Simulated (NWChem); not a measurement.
# C3HF4 cation

```xyz
8

F      0.2071    -2.7020    -0.0977
C     -0.3149    -1.6149    -0.0459
C     -0.8256    -0.4557     0.0060
C      0.0453     0.8670     0.0042
F      1.3165     0.5446    -0.0605
F     -0.3132     1.5599    -1.0384
F     -0.2190     1.5006     1.1106
H     -1.9256    -0.3431     0.0583
```
Atoms are numbered in this order, from 1.

Computed with NWChem. Pople sets run with spherical d functions. Coordinates come from a PBE0/def2-SVP optimisation. Atomic charges in e: unrestrained fits to the electrostatic potential beside Mulliken populations; buried atoms are poorly determined by the fit.

For level B3LYP/def2-SVP:

```yaml
Mulliken F1: 0.16
Mulliken C2: 0.44
Mulliken C3: -0.17
Mulliken C4: 0.57
Mulliken F5: -0.10
```

Task: How do the values read with level Hartree-Fock/6-31G* instead?

Result: 
| Item | Value |
|---|---|
| Mulliken F1 | -0.11 |
| Mulliken C2 | 0.76 |
| Mulliken C3 | -0.40 |
| Mulliken C4 | 1.37 |
| Mulliken F5 | -0.37 |
